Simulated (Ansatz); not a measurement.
Basis-set series for CH7NOSn, SMILES `C[O][SnH2][NH2]`. Total charge 0; spin multiplicity 1. Sn takes the def2 core potential. The geometry is a stationary point of PBE0-D4/def2-TZVP. It is one conformer, not always the lowest.

```json
{"functional": "PBE0-D4", "basis": "def2-SVP", "functions": "103", "energy (Eh)": "-386.24851", "HOMO (eV)": "-7.07", "LUMO (eV)": "0.43"}
{"functional": "PBE0-D4", "basis": "def2-TZVPP", "functions": "241", "energy (Eh)": "-386.47240", "HOMO (eV)": "-7.29", "LUMO (eV)": "-0.05"}
{"functional": "ωB97M-V", "basis": "def2-SVP", "functions": "103", "energy (Eh)": "-386.30054", "HOMO (eV)": "-9.43", "LUMO (eV)": "2.14"}
{"functional": "ωB97M-V", "basis": "def2-TZVPP", "functions": "241", "energy (Eh)": "-386.53340", "HOMO (eV)": "-9.68", "LUMO (eV)": "1.34"}
```

Task: Give the rows for def2-QZVPP. (Best estimate.)

Result: Ansatz gave: 
```json
{"functional": "PBE0-D4", "basis": "def2-QZVPP", "functions": "463", "energy (Eh)": "-386.48565", "HOMO (eV)": "-7.34", "LUMO (eV)": "-0.21"}
{"functional": "ωB97M-V", "basis": "def2-QZVPP", "functions": "463", "energy (Eh)": "-386.54629", "HOMO (eV)": "-9.72", "LUMO (eV)": "0.97"}
```

Positive LUMOs are unbound and depend on the basis.
